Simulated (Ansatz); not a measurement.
Ideal-gas functions of CH$_{3}$Cl$_{2}$NOW, SMILES `C[N]=[W](=[O])([Cl])[Cl]` at 800 K and 1 bar, from an Ansatz frequency run at PBE0-D4/def2-TZVP.

Molar mass 299.79 g/mol, point group Cs (symmetry number 1), electronic degeneracy 1, moments of inertia 338.627, 348.817, 517.806 u Å². Harmonic wavenumbers (cm⁻¹, unscaled): 96, 100, 102, 108, 177, 217, 338, 369, 423, 425, 663, 1028, 1103, 1111, 1367, 1435, 1466, 1466, 3022, 3096, 3102.

Use S(trans) = R[1.5 ln M + 2.5 ln T − 1.1517]; rotational temperatures θ = 24.2544 K / I; S(rot) = R[ln(√π/σ · √(T³/θAθBθC)) + 1.5]; for each mode x = 1.438777 ν̃/T, S = R[x/(eˣ − 1) − ln(1 − e⁻ˣ)] and H = RT x/(eˣ − 1); 1 cm⁻¹ = 0.0119627 kJ/mol; R = 8.31446 J/(mol·K).

By hand: the entropy, in J/(mol·K).

Translation 200.5. Rotation: θ = 0.0716, 0.0695, 0.0468 K, giving 135.4. Vibration, mode by mode: 22.93, 22.59, 22.43, 21.95, 17.87, 16.19, 12.58, 11.87, 10.79, 10.75, 7.33, 4.30, 3.86, 3.82, 2.66, 2.41, 2.31, 2.31, 0.23, 0.21, 0.21, in all 199.6. Electronic 0.0. Sum 535.5 J/(mol·K).

By hand: H − E and G − E in kJ/mol, counted from the electronic energy.

Zero-point energy ½ × 21214 × 0.0119627 = 126.9; thermal vibration 69.8; translation, rotation and pV give 4 RT = 26.6. H − E = 223.3 kJ/mol, and G − E = 223.3 − 800 × 535.5/1000 = -205.1 kJ/mol.

Vibration gives 37 % of the entropy, 89.9 J/(mol·K) of it from the modes under 150 cm⁻¹: soft modes count most, and the harmonic formula is weakest for them.
